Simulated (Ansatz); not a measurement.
`BB(O)Br` + NH₃ → `BB(N)O` + HBr at 700 K and 1 bar (ligand exchange at a B–Br bond).

Program: Ansatz. Geometries: PBE0-D4/def2-TZVP. ΔE: electronic, gas phase. CCSD(T)/CBS is the MP2 limit (def2-TZVPP, def2-QZVPP) plus CCSD(T) − MP2 in def2-TZVPP, frozen cores. This one scheme is used for every species. For Br outer-core shells are correlated without core-valence functions, which leaves a few kJ/mol of doubt a bond. Scalar relativity is left out up to krypton. One conformer a species, not always the lowest.

```
  species  CCSD(T)/CBS energy (Eh)  H − E (kJ/mol)  S (J/(mol·K))
`BB(O)Br`              -2699.94100           162.3          401.5
      NH₃                -56.50880           116.9          226.5
 `BB(N)O`               -182.53203           239.1          403.4
      HBr              -2573.91920            36.5          223.7
```

H − E and S are ideal-gas, rigid-rotor, harmonic terms from PBE0-D4/def2-TZVP, for one conformer and one mirror image of each species. 1 Eh = 2625.50 kJ/mol, R = 8.31446 J/(mol·K).

By hand: ΔE, ΔH, ΔS and ΔG.

ΔE = (-182.53203) + (-2573.91920) − (-2699.94100) − (-56.50880) = -0.00143 Eh = -3.8 kJ/mol. Δ(H − E) = 239.1 + 36.5 − 162.3 − 116.9 = -3.6, so ΔH = -7.4 kJ/mol. ΔS = 403.4 + 223.7 − 401.5 − 226.5 = -0.9 J/(mol·K). ΔG = -7.4 − 700 × (-0.9)/1000 = -6.8 kJ/mol.

By hand: the equilibrium constant, and the temperature at which ΔG would vanish if ΔH and ΔS stayed fixed.

log₁₀ K = −ΔG/(RT ln 10) = 0.5. ΔG = 0 at ΔH/ΔS = 8222 K, far beyond where these terms or the molecules hold.

The number of gas molecules stays the same, so ΔS is small and ΔH decides. A doubt of 5 kJ/mol in ΔE shifts log₁₀ K by 0.4 here. Other conformers and mirror images would add mixing entropy, several J/(mol·K) or more a flexible species. These are equilibria of isolated gas molecules and say nothing of rates. Largest T1 diagnostic: 0.013 (customary marks: 0.02 for closed shells, 0.045 for open ones).
